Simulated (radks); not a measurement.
The mean radii <r> (bohr) of the occupied orbitals of an atom or ion are listed with their occupations. Calculated with a radial shooting solver on a logarithmic mesh with Libxc functionals: scalar-relativistic Kohn-Sham, BLYP, spin-unpolarised, spherical densities, finite nucleus; Fermi nuclear charge, rms radius of each element as measured or else 0.836 A^(1/3) + 0.57 fm.

orbital  occ.     <r>
1s          2  0.2707
2s          2   1.572
2p          2   1.803

Name the element and its charge.

Answer. Z = 6, carbon, charge 0: C in [He] 2s2 2p2. The 1s radius gives Z: for a bare nucleus <r> = (2 gamma + 1)/(2Z) with gamma = sqrt(1 - (Z/c)^2), 0.2498 bohr for Z = 6, and screening makes it slightly larger (0.2707 here). The occupations add up to 6, and the charge is Z minus that.
